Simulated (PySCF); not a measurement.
A side-by-side comparison of computed properties.

First species: C6H9FO2.
SMILES: `COC1(C(=O)F)CCC1`

Second species: C7H11N3.
Bonds: C1–C2, C2–C3, C2–C4, C2–C5, C5–C6 (aromatic), C6–N7 (aromatic), N7–N8 (aromatic), N8–C9 (aromatic), C9–N10 (aromatic), C5–N10 (aromatic). Hydrogens: H11, H12, H13 on C1; H14, H15, H16 on C3; H17, H18, H19 on C4; H20 on C6; H21 on C9.

Levels: PBE0/pcSseg-1 for dipole moment, HOMO energy, LUMO energy and HOMO–LUMO gap; GFN2-xTB for rotational constant A and rotational constant C. Geometries: GFN2-xTB. All species are isolated and taken at one optimised geometry, non-relativistic unless stated. Electronic properties by PySCF.

The conformers computed, where there is a choice (atom-mapped SMILES and torsion angles):
- `[CH3:1][O:2][C:3]1([C:4](=[O:5])[F:6])[CH2:7][CH2:8][CH2:9]1`: C1–O2–C3–C4 -66°, O2–C3–C4–O5 -4°
- `[CH3:1][C:2]([CH3:3])([CH3:4])[c:5]1[cH:6][n:7][n:8][cH:9][n:10]1`: C1–C2–C5–C6 60°

Which has the higher dipole moment?

The second: 3.62 D against 2.85 D, a difference of 0.77 D.

Which has the higher rotational constant A?

The second: 2.693 GHz against 2.016 GHz, a difference of 0.677 GHz.

Which of the two has the higher rotational constant C, and by how much?

The first: 1.166 GHz against 0.874 GHz, a difference of 0.292 GHz.

Which of the two has the higher HOMO energy, and by how much?

The second: -6.74 eV against -7.77 eV, a difference of 1.03 eV.

Which has the higher HOMO–LUMO gap?

The first: 7.21 eV against 4.94 eV, a difference of 2.27 eV.

Which has the higher LUMO energy?

The first: -0.56 eV against -1.80 eV, a difference of 1.24 eV.

On the first: A dipole of 2.85 D is allowed in C1, and pure rotational transitions are dipole-allowed. In atomic units the dipole is 1.12 e·bohr (1 au = 2.5417 D).

On the second: In atomic units the dipole is 1.42 e·bohr (1 au = 2.5417 D).
